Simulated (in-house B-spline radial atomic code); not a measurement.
Values are calculated unless marked as measured or tabulated.
# Ghost states of the separable form: Tc

Tc, [Kr] 4d5 5s2, non-relativistic LDA (VWN5), spherical and spin-unpolarised, from a B-spline radial code for spherical atoms (atomic units; all potentials screened as in the neutral atom).

Troullier-Martins channels: 5s (ε = -0.1836, r_c = 2.738 bohr), 4d (ε = -0.2703, r_c = 1.261 bohr). In the Kleinman-Bylander form one channel serves as the local potential, and each other channel l becomes |δV u><u δV|/<u|δV|u>, with δV = V_l − V_local and u the pseudo-orbital. Its strength is E_KB = <u|δV²|u>/<u|δV|u>. By the analysis of Gonze, Stumpf and Scheffler a spurious state lies below the reference level ε if E_KB > 0 and ε is above the second level of the local potential alone, or if E_KB < 0 and ε is above its first. The table's levels are those of angular momentum l in a sphere of 9 bohr, whose wall can lift a shallow ε a little above its free-atom value.

```
local  channel  <u δV u>  <u δV² u>        ε  first local level  second local level
    s        d   -2.7777     15.344  -0.2703             0.0741              0.3174
    d        s   0.19461    0.61448  -0.1828            -5.8144             -0.9507
```

Problem. Apply the rule to each row.

Solution. Local s, channel d: E_KB = -5.52, so ε = -0.2703 is set against 0.0741: no ghost. Local d, channel s: E_KB = +3.16, so ε = -0.1828 is set against -0.9507: a ghost.

Diagonalising the separable Hamiltonian gives:

| local | channel | three lowest levels | all-electron, two lowest valence levels |
| --- | --- | --- | --- |
| s | d | -0.2703, 0.1091, 0.4062 | -0.2703, 0.1067 |
| d | s | -4.3433, -0.1828, 0.1037 | -0.1828, 0.1049 |

Problem. Which choices of local channel are safe?

Solution. Free of ghosts: s. With d local the s channel has a ghost 4.16 hartree below ε, since the local potential binds more than one state below ε, and a repulsive term of rank one raises each level at most to the next, so it clears only one of them. Among the safe choices the second level, which tests transfer, is off by at most 2.4 millihartree (s local).
